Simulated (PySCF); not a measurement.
# Exercise with solution: chemical shift, span and skew from a shielding tensor

Al(All)(F)(OH) (C₃H₆AlFO), SMILES C([CH2][Al]([OH])[F])=C. Atoms are numbered in the order given.

```xyz
12

Al     0.3864     0.5583     0.5353
C     -0.1229    -1.3193     0.4922
C     -1.1036    -1.3517    -0.6469
C     -0.8052    -1.5369    -1.9419
H     -0.5798    -1.6499     1.4369
H      0.7641    -1.9389     0.2841
H     -2.1481    -1.1421    -0.3810
H      0.2188    -1.7438    -2.2715
H     -1.5781    -1.4986    -2.7133
F      1.7658     1.0725    -0.2525
O     -0.6141     1.7064     1.2833
H     -0.4886     2.6595     1.2723
```
Charge 0, spin multiplicity 1.

Coordinates come from a B3LYP-D3(BJ)/def2-SVP optimisation. The values are those of a single conformer.

GIAO shieldings from PBE/pcSseg-1 run with PySCF, non-relativistic, no solvent. The symmetric part of the tensor of C4 has the principal values -47.3, 81.7, 150.8 ppm. The same nucleus in TMS has σ = 182.0 ppm at this level (PySCF, at its B3LYP-D3(BJ)/def2-TZVP geometry).

### Question
Work out the isotropic shielding, the ¹³C shift against TMS, the span and the skew.

### Answer

σ(iso) = (σ11 + σ22 + σ33)/3 = 61.7 ppm. δ = σ(ref) − σ(iso) = 182.0 − (61.7) = 120.3 ppm.
Span Ω = σ33 − σ11 = 198.1 ppm. Skew κ = 3(σ(iso) − σ22)/Ω = -0.30. Tumbling in solution averages the tensor to δ; in a static solid the shielding alone would spread this spin-1/2 line over Ω.
